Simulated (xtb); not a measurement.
Cl$_{2}$Ge, charge +1, doublet, from a rough starting geometry (a state made from the parent by changing its charge; the spin is typed, not shown lowest); xtb 6.7.1 with GFN2-xTB.

Here is a job for xtb.
```
$ xtb mol.xyz --gfn 2 --chrg 1 --uhf 1 --opt vtight --json

# file mol.xyz
3

Ge     0.02363078    -0.02738726     0.95740629
Cl     1.04453615     1.27159663    -0.46735750
Cl    -0.98913689    -1.27961015    -0.50160639
```

Output, abridged:

```
   ID    Z sym.   atoms
    1   32 Ge     1
    2   17 Cl     2, 3

           -------------------------------------------------
          |                Calculation Setup                |
           -------------------------------------------------

           -------------------------------------------------
          |                 G F N 2 - x T B                 |
           -------------------------------------------------

          ...................................................
          :                      SETUP                      :
          :.................................................:
          :  # basis functions                  30          :
          :  # atomic orbitals                  27          :
          :  # shells                            9          :
          :  # electrons                        17          :
          :  max. iterations                   250          :
          :  Hamiltonian                  GFN2-xTB          :
          :  restarted?                      false          :
          :  GBSA solvation                  false          :
          :  PC potential                    false          :
          :  electronic temp.          300.0000000     K    :
          :  accuracy                    1.0000000          :
          :  -> integral cutoff          0.2500000E+02      :
          :  -> integral neglect         0.1000000E-07      :
          :  -> SCF convergence          0.1000000E-05 Eh   :
          :  -> wf. convergence          0.1000000E-03 e    :
          :  Broyden damping             0.4000000          :
          :  net charge                          1          :
          :  unpaired electrons                  1          :
          ...................................................

 iter      E             dE          RMSdq      gap      omega  full diag
   1     -5.4311068 -0.543111E+01  0.369E+01    0.22       0.0  T
   2     -6.3042041 -0.873097E+00  0.337E+01    0.24       1.0  T
   3    -10.1838110 -0.387961E+01  0.136E+01    5.49       1.0  T
   4    -10.2609798 -0.771688E-01  0.131E+01    5.39       1.0  T
   5    -10.2852053 -0.242256E-01  0.116E+01    5.44       1.0  T
   6    -10.5954996 -0.310294E+00  0.315E+00    4.61       1.0  T
   7    -10.6182185 -0.227189E-01  0.232E+00    4.35       1.0  T
   8    -10.6169585  0.125994E-02  0.229E+00    4.36       1.0  T
   9    -10.6206487 -0.369018E-02  0.203E+00    4.27       1.0  T
  10    -10.6301607 -0.951197E-02  0.164E+00    3.97       1.0  T
  11    -10.6301126  0.480718E-04  0.167E+00    3.97       1.0  T
  12    -10.6304843 -0.371641E-03  0.369E-01    3.94       1.0  T
  13    -10.6304654  0.188891E-04  0.403E-01    3.94       1.0  T
  14    -10.6304172  0.481503E-04  0.215E-01    3.92       1.0  T
  15    -10.6304699 -0.527060E-04  0.143E-01    3.93       1.0  T
  16    -10.6304877 -0.177359E-04  0.658E-02    3.94       1.0  T
  17    -10.6304892 -0.151506E-05  0.462E-02    3.95       1.3  T
  18    -10.6304894 -0.242451E-06  0.303E-02    3.95       1.9  T
  19    -10.6304899 -0.519936E-06  0.520E-03    3.94      11.1  T
  20    -10.6304899 -0.927011E-08  0.385E-03    3.94      15.0  T
  21    -10.6304899 -0.214015E-09  0.229E-03    3.94      25.2  T
  22    -10.6304899 -0.182663E-09  0.192E-03    3.94      30.1  T
  23    -10.6304899 -0.260759E-09  0.113E-03    3.94      50.9  T
  24    -10.6304899 -0.302318E-10  0.676E-04    3.94      85.3  T
  25    -10.6304899 -0.108965E-09  0.954E-05    3.94     605.2  T

   *** convergence criteria satisfied after 25 iterations ***

         :::::::::::::::::::::::::::::::::::::::::::::::::::::
         ::                     SUMMARY                     ::
         :::::::::::::::::::::::::::::::::::::::::::::::::::::
         :: total energy             -10.627195848136 Eh    ::
         :: gradient norm              0.030885926845 Eh/a0 ::
         :: HOMO-LUMO gap              3.943446121800 eV    ::
[...]
 * total energy  :   -10.6271958 Eh     change       -0.5542233E-12 Eh
 * total energy  :   -10.6361320 Eh     change       -0.8936196E-02 Eh
 * total energy  :   -10.6367329 Eh     change       -0.6008974E-03 Eh
 * total energy  :   -10.6369282 Eh     change       -0.1952552E-03 Eh
 * total energy  :   -10.6369290 Eh     change       -0.8155102E-06 Eh
 * total energy  :   -10.6369292 Eh     change       -0.1426545E-06 Eh
 * total energy  :   -10.6369292 Eh     change       -0.8059793E-09 Eh
   *** GEOMETRY OPTIMIZATION CONVERGED AFTER 7 ITERATIONS ***
         :: total energy             -10.636929156197 Eh    ::
[...]

           -------------------------------------------------
          |                Property Printout                |
           -------------------------------------------------

    * Orbital Energies and Occupations

         #    Occupation            Energy/Eh            Energy/eV
      -------------------------------------------------------------
         1        2.0000           -1.2688958             -34.5284
         2        2.0000           -1.2686811             -34.5226
         3        2.0000           -0.9171036             -24.9557
         4        2.0000           -0.7197486             -19.5854
         5        2.0000           -0.6990833             -19.0230
         6        2.0000           -0.6929801             -18.8569
         7        2.0000           -0.6850745             -18.6418
         8        2.0000           -0.6759484             -18.3935
         9        1.0000           -0.6397247             -17.4078 (HOMO)
        10                         -0.5043863             -13.7250 (LUMO)
        11                         -0.4144058             -11.2766
        12                         -0.3550260              -9.6607
        13                         -0.2704928              -7.3605
        14                         -0.2509949              -6.8299
        15                         -0.2292024              -6.2369
        16                         -0.2247890              -6.1168
        17                         -0.2218331              -6.0364
        18                         -0.2215788              -6.0295
        19                         -0.2210896              -6.0162
        20                         -0.2202500              -5.9933
       ...                                ...                  ...
        27                          0.7154699              19.4689
      -------------------------------------------------------------
                  HL-Gap            0.1353384 Eh            3.6827 eV
             Fermi-level           -0.6149460 Eh          -16.7335 eV

     #   Z          covCN         q      C6AA      α(0)
     1  32 Ge       1.633     0.471   244.696    32.729
     2  17 Cl       0.817     0.265    91.524    14.635
     3  17 Cl       0.817     0.265    91.524    14.635

 Mol. C6AA /au·bohr⁶  :       1185.633997
 Mol. C8AA /au·bohr⁸  :      73446.831345
 Mol. α(0) /au        :         61.998889

Wiberg/Mayer (AO) data.
largest (>0.10) Wiberg bond orders for each atom

 ---------------------------------------------------------------------------
     #   Z sym  total        # sym  WBO       # sym  WBO       # sym  WBO
 ---------------------------------------------------------------------------
     1  32 Ge   2.949 --     2 Cl   1.475     3 Cl   1.475
     2  17 Cl   1.738 --     1 Ge   1.475     3 Cl   0.263
     3  17 Cl   1.738 --     1 Ge   1.475     2 Cl   0.263
 ---------------------------------------------------------------------------

Topologies differ in total number of bonds
Writing topology from bond orders to xtbtopo.mol

molecular dipole:
                 x           y           z       tot (Debye)
 q only:        0.050      -0.026       0.263
   full:        0.050      -0.029       0.474       1.214
molecular quadrupole (traceless):
                xx          xy          yy          xz          yz          zz
 q only:        0.009       4.635       2.127       0.082       0.050      -2.136
  q+dip:       -0.475       6.813       2.640       0.127       0.051      -2.165
   full:       -0.123       3.723       1.579       0.086       0.026      -1.456

optimized geometry written to: xtbopt.xyz

           -------------------------------------------------
          | TOTAL ENERGY              -10.636929156197 Eh   |
          | GRADIENT NORM               0.000015027909 Eh/α |
          | HOMO-LUMO GAP               3.682745897281 eV   |
           -------------------------------------------------

normal termination of xtb
```
